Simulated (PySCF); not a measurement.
Electronic absorption of C5H3FOS

C5H3FOS.
Atom-mapped SMILES: `[O:1]=[c:2]1[cH:3][cH:4][s:5][cH:6][c:7]1[F:8]` (hydrogens: H9 on C3; H10 on C4; H11 on C6)

Level of theory: TDDFT B3LYP/def2-SVPD, vertical, gas phase, core orbitals frozen in the response in PySCF 2.14.0, density-fitted response routines. Geometry: GFN2-xTB; no solvent, vibrations or thermal averaging.

```csv
state,E (eV),ν̃ (cm⁻¹),f,|μ| (D),symmetry,"main configurations (H = HOMO, L = LUMO)"
S1,3.74,30170,0.0000,0.01,–,H-1→L (99%)
S2,4.75,38280,0.225,3.53,A′,H→L (89%)
S3,4.80,38710,0.0000,0.02,–,H-1→L+1 (100%)
S4,4.87,39250,0.041,1.50,A′,H→L+1 (97%)
S5,5.65,45550,0.0002,0.10,–,H→L+2 (97%)
S6,5.84,47120,0.067,1.74,A′,H-2→L (94%)
S7,6.15,49580,0.0042,0.43,A″,H→L+3 (99%)
S8,6.35,51190,0.0010,0.20,–,H-1→L+2 (98%)
```

Triplets, Tamm–Dancoff:

```csv
state,E (eV),λ (nm),"main configurations (H = HOMO, L = LUMO)"
T1,3.07,403.3,H→L (96%)
T2,3.32,374.0,H-1→L (98%)
T3,3.73,332.0,"H→L+1 (83%), H-2→L (13%)"
```

The lowest singlet lies at 3.74 eV (331 nm, ultraviolet) and is dark (f under 0.0005); its leading configuration is HOMO-1→LUMO (99%). The strongest level in the table is S2 at 4.75 eV (261 nm, f = 0.225). Löwdin shares by element: HOMO sulfur 29%, carbon 23% or more, oxygen 20% (atoms not listed hold the other 28%); LUMO carbon 33% or more, oxygen 21%, sulfur 16% (atoms not listed hold the other 30%). The oscillator strengths of these states sum to 0.339; summed over the whole spectrum of an exact calculation they would give the number of electrons, 66 (Thomas–Reiche–Kuhn). Orbital energies (eV): HOMO-3 -10.32, HOMO-2 -8.61, HOMO-1 -7.37, HOMO -7.02, LUMO -2.18, LUMO+1 -1.49, LUMO+2 -0.32. Weighted by f, the mean energy of these states is 5.00 eV. Symmetry labels in Cs follow from the direction of the transition dipole and are given only for states with f of 0.002 or more. Only the lowest 8 singlets were computed, as vertical energies without vibronic structure.
